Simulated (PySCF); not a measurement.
Numbering as in the mapped SMILES `[CH2:1]=[CH:2][C@H:3]([F:4])[SiH2:5][OH:6]` (H(Xn): hydrogen on atom n). Ha(C1) is cis to C3; Ha(Si5) is pro-R; Hb(Si5) is pro-S; Hb(C1) is trans to C3.

Theoretical values (PySCF 2.14): structure optimised with GFN2-xTB, σ from GIAO-PBE0/pcSseg-1. Non-relativistic Hamiltonian, one computed conformer, no solvent.

δ = σ(ref) − σ, references computed at the same level: $^{13}$C (σref 186.93) and $^{1}$H (σref 31.72) and $^{29}$Si (σref 349.16) vs TMS; $^{19}$F (σref 170.95) against CFCl3; H2O for $^{17}$O (σref 336.08).

```json
{"atoms": "Si5", "nucleus": "$^{29}$Si", "count": "1", "Hirshfeld charge": "0.40", "δ (ppm)": "-30.0"}
{"atoms": "C1", "nucleus": "$^{13}$C", "count": "1", "Hirshfeld charge": "-0.11", "δ (ppm)": "116.5"}
{"atoms": "H(C2)", "nucleus": "$^{1}$H", "count": "1", "Hirshfeld charge": "0.05", "δ (ppm)": "6.19"}
{"atoms": "H(O6)", "nucleus": "$^{1}$H", "count": "1", "Hirshfeld charge": "0.18", "δ (ppm)": "?"}
{"atoms": "F4", "nucleus": "$^{19}$F", "count": "1", "Hirshfeld charge": "-0.11", "δ (ppm)": "?"}
{"atoms": "Hb(C1)", "nucleus": "$^{1}$H", "count": "1", "Hirshfeld charge": "0.05", "δ (ppm)": "?"}
{"atoms": "C3", "nucleus": "$^{13}$C", "count": "1", "Hirshfeld charge": "-0.03", "δ (ppm)": "?"}
{"atoms": "Hb(Si5)", "nucleus": "$^{1}$H", "count": "1", "Hirshfeld charge": "-0.08", "δ (ppm)": "5.20"}
{"atoms": "Ha(C1)", "nucleus": "$^{1}$H", "count": "1", "Hirshfeld charge": "0.04", "δ (ppm)": "5.66"}
{"atoms": "Ha(Si5)", "nucleus": "$^{1}$H", "count": "1", "Hirshfeld charge": "-0.07", "δ (ppm)": "4.68"}
{"atoms": "H(C3)", "nucleus": "$^{1}$H", "count": "1", "Hirshfeld charge": "0.05", "δ (ppm)": "5.33"}
{"atoms": "O6", "nucleus": "$^{17}$O", "count": "1", "Hirshfeld charge": "-0.31", "δ (ppm)": "-2.4"}
{"atoms": "C2", "nucleus": "$^{13}$C", "count": "1", "Hirshfeld charge": "-0.06", "δ (ppm)": "142.8"}
```

Q: Fill in the missing shifts.

A: 
- C3: 95.8 ppm, allylic sp3 CH bonded to F and Si; deshielded by the electronegative neighbour
- Hb(C1): 5.52 ppm, hydrogen on a terminal =CH2 carbon; attached to an sp2 carbon and in the plane of the double bond
- H(O6): 1.39 ppm, hydrogen on an oxygen bonded to Si; labile proton, position sensitive to the medium
- F4: -264.7 ppm, fluorine on an sp3 carbon

Exchangeable OH/NH protons stand at their gas-phase positions; hydrogen bonding in a real sample shifts them, mostly to higher δ. Shifts are as computed. Against solution values, carbons near 30 ppm lie about +3 ppm off and those near 130 ppm about +5 ppm. Of 1211 compounds with measured shifts, 218 miss one by over three times the rms of a fit or turn the order of signals round; such compounds aren't used in these exercises. Unscaled 19F shifts against computed CFCl3 carry errors that often reach 10 to 50 ppm. Experimental scales use liquid or dissolved standards, which lie at an offset from isolated H2O (liquid H2O: subtract about 36 ppm).
